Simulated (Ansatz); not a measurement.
Cu2H2⁻. The state is a doublet with charge -1. Geometry PBE0-D4/def2-TZVP, that of the neutral singlet; atoms count from 1.

```xyz
4

Cu    0.252   -0.045   -0.567
Cu   -0.782    0.069    1.585
H     0.054   -0.740   -1.909
H     0.475    0.717    0.892
```

The highest occupied level of the charge -1 doublet lies above zero (up to 0.38 eV). By energy differences its removal costs 1.33 eV (vertical, to the charge 0 singlet, at PBE0-D4/def2-TZVPD); a positive level beside a positive removal energy at the same level points to self-interaction error. The structure comes from a short search, and lower isomers may exist.

Question: Estimate the Mulliken populations from the PBE0/def2-TZVPD orbitals of Ansatz.

Answer: 
| atom | charge (e) | spin (α − β) | d electrons |
| --- | --- | --- | --- |
| Cu1 | -1.19 | 0.15 | 9.86 |
| Cu2 | -0.26 | 0.78 | 9.88 |
| H3 | 0.14 | 0.00 | – |
| H4 | 0.31 | 0.07 | – |
Mulliken values and Mayer orders depend strongly on the basis. With diffuse functions, as here, like atoms can get unlike values, and bond orders can come out too low or too high.

Question: Where does the spin sit?

Answer: Summed by element: Cu 0.93, H 0.07, of 1 unpaired in all. Largest on single atoms: Cu2 0.78, Cu1 0.15, H4 0.07.

Question: And the Mayer bond orders between bonded heavy atoms (over 0.3)?

Answer: Cu1–Cu2 0.92 (2.39 Å).
